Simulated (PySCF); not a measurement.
Species: C₆H₇O (doublet state).
Geometry (PBE0-D3(BJ)/def2-SVP, Å), atoms numbered from 1 in this order:
```xyz
14
C6H7O angstrom
C     -2.3310    0.4382   -0.0424
C     -1.3884   -0.6625    0.3171
C      0.0441   -0.2860    0.1187
C      1.0053   -0.6842   -0.7667
C      2.1746    0.0834   -0.4637
C      1.8286    0.8900    0.5774
O      0.5449    0.6717    0.9334
H     -2.5602    1.2261    0.6788
H     -2.6048    0.6053   -1.0871
H     -1.5776   -1.5549   -0.2996
H     -1.5331   -0.9627    1.3696
H      0.8904   -1.4395   -1.5411
H      3.1434    0.0396   -0.9566
H      2.3666    1.6380    1.1538
```

The hyperfine couplings belong to this conformer and change with its torsions.

As a line formula: `[CH2]Cc1ccco1` [radical].

Theory: UKS B3LYP, IGLO-III on C O, pcH-1 on H, non-relativistic, mean-field spin-orbit, GIAO (PySCF). Isolated species at its PBE0-D3(BJ)/def2-SVP geometry (one conformer only). No stability test was run, so a lower SCF solution isn't excluded.

(1) Break the g tensor into its mass correction, gauge correction and orbital-Zeeman/spin–orbit terms.

(2) At 9.492 GHz, how far is the centre of the isotropic spectrum from where a free electron (g = 2.002319) resonates?

(3) How much does each term add to the isotropic shift?

(4) In a frozen sample, at which fields do the three g values resonate at 9.5, 34, 94 and 263 GHz (hyperfine left aside), and which band first spreads them over more than twice a line width of 0.5 mT?

Results:

(1) 
```json
{"Δg (ppm)": "relativistic mass correction", "1": "-142", "2": "-142", "3": "-142"}
{"Δg (ppm)": "gauge correction", "1": "12", "2": "29", "3": "23"}
{"Δg (ppm)": "orbital Zeeman/spin–orbit", "1": "-29", "2": "589", "3": "663"}
{"Δg (ppm)": "total", "1": "-158", "2": "476", "3": "544"}
```

So g = 2.00216, 2.00280, 2.00286 and g_iso = 2.00261; the tensor is close to axial: the two nearest values differ by 10 % of g3 − g1. Axes: g3 points within 6° of the C1–H9 bond.

(2) B = hν/(g μB) with μB/h = 13.99624 MHz/mT gives 338.70 mT for the free electron and 338.65 mT at g_iso, 0.05 mT lower.

(3) The orbital-Zeeman/spin–orbit term 408, the mass correction -142 and the gauge correction 22 ppm, for a total of 287 ppm. The orbital-Zeeman/spin–orbit term is the largest in size. The mass correction is the same along every axis, so the anisotropy comes from the other two: their spans along these axes are 17 (gauge) and 691 ppm (orbital Zeeman/spin–orbit).

(4) 
```tsv
band	GHz	B(g3) mT	B(g2) mT	B(g1) mT	spread mT
X	9.5	338.89	338.90	339.01	0.12
Q	34.0	1212.87	1212.92	1213.30	0.43
W	94.0	3353.24	3353.36	3354.42	1.18
J	263.0	9381.94	9382.26	9385.24	3.29
```

The spread grows in proportion to the frequency. W band is the first where it exceeds 1.0 mT.

Largest spin populations (Mulliken): C1 (+1.10) and C2 (-0.08). C1 is the only atom above +0.15. The angles at C1 add up to 358.3°, so it is nearly planar; its axial dipolar tensor and the negative couplings of its protons fit spin in a p orbital normal to that plane.

The HOMO–LUMO gaps are 5.83 eV among the α and 4.28 eV among the β orbitals.
